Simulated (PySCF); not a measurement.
Geometries of 3 isomers of C5H4F4O2, from PBE0-D3(BJ)/def2-SVP geometry optimisation, gas phase in PySCF 2.14.0. One conformer each, no zero-point energy, no frequencies.

Problem. Which is lowest in electronic energy at this level?
A.
```xyz
15
angstrom
O      2.605   -1.346   -0.672
C      1.938   -0.384   -0.507
O      2.329    0.866   -0.119
C      0.982    1.328   -0.044
F      0.778    2.352   -0.885
C      0.460   -0.024   -0.536
C     -0.458   -0.858    0.327
C     -1.876   -0.349    0.313
F     -1.941    0.911    0.765
F     -2.383   -0.353   -0.923
F     -2.665   -1.096    1.081
H      0.724    1.644    0.978
H      0.081    0.065   -1.566
H     -0.119   -0.880    1.374
H     -0.467   -1.896   -0.036
```
B.
```xyz
15
angstrom
F     -1.217   -2.124   -0.903
C     -0.971   -1.155    0.044
C     -2.082   -0.166    0.152
C     -1.648    0.987   -0.365
O     -0.361    0.973   -0.797
C      0.192   -0.260   -0.410
O      1.044   -0.083    0.694
C      2.242    0.503    0.492
F      2.895   -0.042   -0.536
F      2.959    0.334    1.586
F      2.140    1.805    0.252
H     -0.707   -1.661    0.987
H     -3.073   -0.369    0.551
H     -2.163    1.938   -0.502
H      0.740   -0.689   -1.261
```
C.
```xyz
15
angstrom
O      0.012    1.559   -1.462
C      0.020    0.708   -0.638
C      0.886   -0.509   -0.303
C      2.290   -0.199    0.133
F      2.277    0.887    0.968
O      0.011   -0.801    0.795
C     -0.831    0.317    0.577
C     -2.260   -0.082    0.272
F     -2.980    1.003   -0.004
F     -2.310   -0.899   -0.783
F     -2.820   -0.709    1.301
H      0.876   -1.300   -1.075
H      2.913    0.024   -0.749
H      2.716   -1.062    0.673
H     -0.825    1.048    1.405
```

Solution. A. That is `O=C1O[C@@H](F)[C@@H]1CC(F)(F)F`, 19.3 kcal/mol below the next.

| SMILES | atoms numbered as above | E (Eh) | relative (kcal/mol) | relative (kJ/mol) | dipole (D) |
| --- | --- | --- | --- | --- | --- |
| O=C1O[C@@H](F)[C@@H]1CC(F)(F)F | [O:1]=[C:2]1[O:3][C@@H:4]([F:5])[C@@H:6]1[CH2:7][C:8]([F:9])([F:10])[F:11] | -741.46960 | 0.0 | 0.0 | 1.84 |
| F[C@@H]1C=CO[C@H]1OC(F)(F)F | [F:1][C@@H:2]1[CH:3]=[CH:4][O:5][C@H:6]1[O:7][C:8]([F:9])([F:10])[F:11] | -741.43885 | 19.3 | 80.7 | 1.81 |
| O=C1[C@@H](CF)O[C@@H]1C(F)(F)F | [O:1]=[C:2]1[C@@H:3]([CH2:4][F:5])[O:6][C@@H:7]1[C:8]([F:9])([F:10])[F:11] | -741.41633 | 33.4 | 139.8 | 2.52 |

As drawn, the lowest has a C(=O)–O unit, which the highest lacks.
